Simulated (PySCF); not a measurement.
**Trend along the second period: MSi molecules**

CCSD(T) with triple-zeta basis sets in PySCF, for the lowest determinant that a PBE0 search found; no spin–orbit coupling. De refers to high-spin ground-configuration atoms.

```
 M         basis  reference, frozen orbitals  state (unpaired electrons)  Re (Å)  ωe (cm⁻¹)  De (eV)
Li    def2-TZVPP                      UHF, 5         quartet (σ ↑, π ↑↑)   2.378        455     1.76
Be    def2-TZVPP                     ROHF, 5              triplet (π ↑↑)   2.150        553     1.18
 B    def2-TZVPP                      UHF, 6         quartet (σ ↑, π ↑↑)   1.920        741     3.15
 C  x2c-TZVPPall                     ROHF, 6          triplet (σ ↑, π ↑)   1.730        955     4.17
 N  x2c-TZVPPall                     ROHF, 6               doublet (σ ↑)   1.585       1129     4.28
 O    def2-TZVPP                      RHF, 6      singlet (closed shell)   1.521       1227     7.94
```

The shortest bond is that of SiO (1.521 Å), the longest that of LiSi (2.378 Å). SiO is bound most strongly (7.94 eV) and BeSi least (1.18 eV).

The rows differ in basis set, which adds steps of its own.

The state changes along the series, so neighbouring rows are not always alike in their bonding.

Correlated steps freeze the inner cores (5 to 6 orbitals); shallow outer-core shells are correlated. UHF and ROHF references stand side by side, which adds small steps between rows. Where the molecule has an RHF reference, its open-shell atoms are computed with UHF. The CCSD T1 diagnostic is raised in SiB, SiC, SiN, SiO, a sign that a single reference may not be enough there. States were picked by a PBE0 search and need not be the measured ground states.
